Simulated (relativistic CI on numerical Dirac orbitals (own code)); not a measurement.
Magnetism of Ti²⁺, 3d2, in a crystal field

Calculated by Dirac-Coulomb-Breit CI, KLI orbitals optimised for each configuration, model QED, valence Slater integrals scaled by 0.85, one configuration in a parametric crystal field (own radial code).

Field parameters in Wybourne normalisation: D3d B²₀ = −7Dσ, B⁴₀ = −14Dq − 21Dτ, B⁴₃ = −14√(10/7) Dq; D4h B²₀ = −7Ds, B⁴₀ = 21(Dq − Dt), B⁴₄ = 21√(5/14) Dq; Oh B⁴₀ = 21Dq, B⁴₄ = √(5/14) B⁴₀; Td as Oh with Dq negative (B⁴₀ = 21Dq, B⁴₄ = √(5/14) B⁴₀). The field is a parameter set, without covalency.

S is read from ⟨S²⟩ = S(S + 1).

Powder χT (cm³ K mol⁻¹) by Van Vleck's formula, with temperature-independent terms:

| Field | 2 K | 5 K | 10 K | 20 K | 50 K | 100 K | 200 K | 300 K |
| --- | --- | --- | --- | --- | --- | --- | --- | --- |
| D3d, 10Dq = 21900, Dσ = 860, Dτ = 10 cm⁻¹ | 0.112 | 0.146 | 0.203 | 0.314 | 0.581 | 0.819 | 0.999 | 1.08 |
| D4h, 10Dq = 14850, Ds = -70, Dt = -40 cm⁻¹ | 0.0777 | 0.113 | 0.149 | 0.218 | 0.421 | 0.707 | 1.02 | 1.16 |
| D4h, 10Dq = 16500, Ds = 500, Dt = -260 cm⁻¹ | 0.632 | 0.875 | 0.926 | 0.943 | 0.957 | 0.972 | 1 | 1.03 |
| Oh, 10Dq = 17300 cm⁻¹ | 0.0861 | 0.118 | 0.155 | 0.224 | 0.427 | 0.711 | 1.01 | 1.15 |
| Oh, 10Dq = 23300 cm⁻¹ | 0.103 | 0.133 | 0.169 | 0.238 | 0.442 | 0.722 | 1.01 | 1.14 |
| Td, 10Dq = -4450 cm⁻¹ | 0.91 | 0.912 | 0.914 | 0.919 | 0.933 | 0.956 | 1 | 1.05 |
| Td, 10Dq = -7500 cm⁻¹ | 0.948 | 0.948 | 0.95 | 0.953 | 0.961 | 0.975 | 1 | 1.03 |
| Td, 10Dq = -11550 cm⁻¹ | 0.967 | 0.967 | 0.968 | 0.97 | 0.976 | 0.985 | 1 | 1.02 |

Q: For D4h, 10Dq = 14850, Ds = -70, Dt = -40 cm⁻¹: what effective moment follows at 300 K?

A: μ_eff = √(8χT) = 3.04 μB. The ground level has S = 1.00; the spin-only moment for S = 1 is 2.83 μB. The difference comes from the orbital moment, spin-orbit mixing of terms and temperature-independent paramagnetism, all larger in this ionic model than in covalent complexes.
